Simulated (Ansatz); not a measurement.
`CC[Si]Cl` + H₂O → `CC[Si]O` + HCl at 700 K and 1 bar (formal hydrolysis of the Si–Cl bond).

Isolated molecules relaxed with PBE0-D4/def2-TZVP in Ansatz; ΔE leaves out vibrations. CCSD(T)/CBS adds triple-zeta CCSD(T) − MP2 to the extrapolated MP2 energy (def2 sets, frozen cores). This one scheme is used for every species. Each species was taken in one conformer, which may not be the lowest.

```tsv
species	CCSD(T)/CBS energy (Eh)	H − E (kJ/mol)	S (J/(mol·K))
`CC[Si]Cl`	-827.97738	236.8	429.4
H₂O	-76.37941	80.5	218.4
`CC[Si]O`	-443.97447	274.2	417.9
HCl	-460.38127	38.4	211.8
```

H − E and S are ideal-gas, rigid-rotor, harmonic terms from PBE0-D4/def2-TZVP, for one conformer and one mirror image of each species. 1 Eh = 2625.50 kJ/mol, R = 8.31446 J/(mol·K).

By hand: ΔE, ΔH, ΔS and ΔG.

ΔE = (-443.97447) + (-460.38127) − (-827.97738) − (-76.37941) = 0.00105 Eh = 2.8 kJ/mol. Δ(H − E) = 274.2 + 38.4 − 236.8 − 80.5 = -4.7, so ΔH = -1.9 kJ/mol. ΔS = 417.9 + 211.8 − 429.4 − 218.4 = -18.1 J/(mol·K). ΔG = -1.9 − 700 × (-18.1)/1000 = 10.8 kJ/mol.

By hand: the equilibrium constant, and the temperature at which ΔG would vanish if ΔH and ΔS stayed fixed.

log₁₀ K = −ΔG/(RT ln 10) = -0.8. ΔG = 0 at ΔH/ΔS = 105 K, though so small a ΔH makes that figure unsure.

TΔS isn't small against ΔH here. A doubt of 5 kJ/mol in ΔE shifts log₁₀ K by 0.4 here. Other conformers and mirror images would add mixing entropy, several J/(mol·K) or more a flexible species. Modes under 60 cm⁻¹, often nearly free rotors, make the harmonic entropy too high. These are equilibria of isolated gas molecules and say nothing of rates. Largest T1 diagnostic: 0.013 (customary marks: 0.02 for closed shells, 0.045 for open ones).
